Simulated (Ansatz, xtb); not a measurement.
Gas-phase reaction R1 → P1 + P2, each structure at its B3LYP-D3(BJ)/def2-TZVP stationary point, reached from a drawn start (curvature not checked).
P1, H2O (SMILES O) (charge 0, multiplicity 1):
```xyz
3

O      0.00000     0.00000     0.38961
H      0.00000     0.76499    -0.19486
H      0.00000    -0.76499    -0.19486
```
P2: CH2O2 (SMILES O=CO), charge 0, multiplicity 1.
R1: CH4O3 (SMILES OC(O)O), charge 0, multiplicity 1.

P less R. No zero-point or thermal terms. One arrangement of each flexible species, with no search for the lowest.

Run with Ansatz (Gaussian basis) for Hartree–Fock, density functionals and correlated methods; xtb for the GFN methods. All values are computed, each at the level named.

Q: One of these levels gives 11.47 kcal/mol for the reaction energy. Which one is it?
(A) B97M-V/def2-TZVPP
(B) B3LYP/def2-TZVPP
(C) SVWN5/def2-TZVPP
(D) GFN2-xTB

A: D, GFN2-xTB. The others give 7.80 (SVWN5/def2-TZVPP), -2.48 (B97M-V/def2-TZVPP), -5.75 (B3LYP/def2-TZVPP)

Ansatz is a first-principles code.
